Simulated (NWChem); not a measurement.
Everything below was run with NWChem. System: I3Sn, charge 1, spin multiplicity 1, displaced from the optimised geometry. The structure started from a generated list of species.

Input file:

```
start mol
memory heap 200 mb stack 800 mb global 1000 mb
charge 1
geometry units angstroms nocenter noautoz
  Sn     0.000000     0.000000    -0.000005
  I      0.000000     0.000000     2.658847
  I     -2.302641     0.000000    -1.329421
  I      2.302641     0.000000    -1.329421
  symmetry group C2v
end
basis spherical
  * library def2-svp
end
ecp
  Sn library def2-ecp
  I library def2-ecp
end
dft
  xc b3lyp
  semidirect memsize 60000000 filesize 0
  iterations 100
  convergence nodiis damp 40
end
task dft gradient
```

The output up to the point where the run's verdict is printed (cleaned and shortened):

```
             Northwest Computational Chemistry Package (NWChem) 7.3.0
             --------------------------------------------------------

                                NWChem Input Module
                                -------------------

 Scaling coordinates for geometry "geometry" by  1.889725989
 (inverse scale =  0.529177249)

 Turning off AUTOSYM since
 SYMMETRY directive was detected!

                             Geometry "geometry" -> ""
                             -------------------------

 Output coordinates in angstroms (scale by  1.889725989 to convert to a.u.)

  No.       Tag          Charge          X              Y              Z
 ---- ---------------- ---------- -------------- -------------- --------------
    1 Sn                  50.0000     0.00000000     0.00000000    -0.00000500
    2 I                   53.0000     0.00000000     0.00000000     2.65884700
    3 I                   53.0000    -2.30264100     0.00000000    -1.32942100
    4 I                   53.0000     2.30264100     0.00000000    -1.32942100

 Effective nuclear repulsion energy (a.u.)    2550.5664591087

            Nuclear Dipole moment (a.u.)
            ----------------------------
        X                 Y               Z
 ---------------- ---------------- ----------------
     0.0000000000     0.0000000000     0.0000283459

      Symmetry information
      --------------------

 Group name             C2v
 Group number             16
 Group order               4
 No. of unique centers     3

      Symmetry unique atoms

     1    2    3


 Summary of "ao basis" -> "" (spherical)
 ------------------------------------------------------------------------------
       Tag                 Description            Shells   Functions and Types
 ---------------- ------------------------------  ------  ---------------------
 *                          def2-svp                  on all atoms

                                 NWChem DFT Module
                                 -----------------

 Summary of "ao basis" -> "ao basis" (spherical)
 ------------------------------------------------------------------------------
[...]
 d= 0,ls=0.5         52   -441.1730103414  1.67D+02  1.40D+00              17.4
 d= 0,ls=0.5         53   -608.2435501119 -1.67D+02  1.40D+00              17.7
 d= 0,ls=0.5         54   -441.1730103414  1.67D+02  1.40D+00              18.0
 d= 0,ls=0.5         55   -608.2435501119 -1.67D+02  1.40D+00              18.2
 d= 0,ls=0.5         56   -441.1730103414  1.67D+02  1.40D+00              18.5
 d= 0,ls=0.5         57   -608.2435501119 -1.67D+02  1.40D+00              18.8
 d= 0,ls=0.5         58   -441.1730103414  1.67D+02  1.40D+00              19.1
 d= 0,ls=0.5         59   -608.2435501119 -1.67D+02  1.40D+00              19.4
 d= 0,ls=0.5         60   -441.1730103414  1.67D+02  1.40D+00              19.7
 d= 0,ls=0.5         61   -608.2435501119 -1.67D+02  1.40D+00              19.9
 d= 0,ls=0.5         62   -441.1730103414  1.67D+02  1.40D+00              20.2
 d= 0,ls=0.5         63   -608.2435501119 -1.67D+02  1.40D+00              20.5
 d= 0,ls=0.5         64   -441.1730103414  1.67D+02  1.40D+00              20.8
 d= 0,ls=0.5         65   -608.2435501119 -1.67D+02  1.40D+00              21.1
 d= 0,ls=0.5         66   -441.1730103414  1.67D+02  1.40D+00              21.4
 d= 0,ls=0.5         67   -608.2435501119 -1.67D+02  1.40D+00              21.7
 d= 0,ls=0.5         68   -441.1730103414  1.67D+02  1.40D+00              22.0
 d= 0,ls=0.5         69   -608.2435501119 -1.67D+02  1.40D+00              22.3
 d= 0,ls=0.5         70   -441.1730103414  1.67D+02  1.40D+00              22.5
 d= 0,ls=0.5         71   -608.2435501119 -1.67D+02  1.40D+00              22.8
 d= 0,ls=0.5         72   -441.1730103414  1.67D+02  1.40D+00              23.1
 d= 0,ls=0.5         73   -608.2435501119 -1.67D+02  1.40D+00              23.4
 d= 0,ls=0.5         74   -441.1730103414  1.67D+02  1.40D+00              23.7
 d= 0,ls=0.5         75   -608.2435501119 -1.67D+02  1.40D+00              24.0
 d= 0,ls=0.5         76   -441.1730103414  1.67D+02  1.40D+00              24.2
 d= 0,ls=0.5         77   -608.2435501119 -1.67D+02  1.40D+00              24.5
 d= 0,ls=0.5         78   -441.1730103414  1.67D+02  1.40D+00              24.8
 d= 0,ls=0.5         79   -608.2435501119 -1.67D+02  1.40D+00              25.1
 d= 0,ls=0.5         80   -441.1730103414  1.67D+02  1.40D+00              25.4
 d= 0,ls=0.5         81   -608.2435501119 -1.67D+02  1.40D+00              25.6
 d= 0,ls=0.5         82   -441.1730103414  1.67D+02  1.40D+00              25.9
 d= 0,ls=0.5         83   -608.2435501119 -1.67D+02  1.40D+00              26.2
 d= 0,ls=0.5         84   -441.1730103414  1.67D+02  1.40D+00              26.5
 d= 0,ls=0.5         85   -608.2435501119 -1.67D+02  1.40D+00              26.8
 d= 0,ls=0.5         86   -441.1730103414  1.67D+02  1.40D+00              27.1
 d= 0,ls=0.5         87   -608.2435501119 -1.67D+02  1.40D+00              27.4
 d= 0,ls=0.5         88   -441.1730103414  1.67D+02  1.40D+00              27.6
 d= 0,ls=0.5         89   -608.2435501119 -1.67D+02  1.40D+00              27.9
 d= 0,ls=0.5         90   -441.1730103414  1.67D+02  1.40D+00              28.2
 d= 0,ls=0.5         91   -608.2435501119 -1.67D+02  1.40D+00              28.5
 d= 0,ls=0.5         92   -441.1730103414  1.67D+02  1.40D+00              28.8
 d= 0,ls=0.5         93   -608.2435501119 -1.67D+02  1.40D+00              29.1
 d= 0,ls=0.5         94   -441.1730103414  1.67D+02  1.40D+00              29.4
 d= 0,ls=0.5         95   -608.2435501119 -1.67D+02  1.40D+00              29.7
 d= 0,ls=0.5         96   -441.1730103414  1.67D+02  1.40D+00              30.0
 d= 0,ls=0.5         97   -608.2435501119 -1.67D+02  1.40D+00              30.3
 d= 0,ls=0.5         98   -441.1730103414  1.67D+02  1.40D+00              30.5
 d= 0,ls=0.5         99   -608.2435501119 -1.67D+02  1.40D+00              30.8
 d= 0,ls=0.5        100   -441.1730103414  1.67D+02  1.40D+00              31.1
```

The run did not converge; its last values are not results. The next line reads: Calculation failed to converge. NWChem stopped with the message: dft gradient failed.
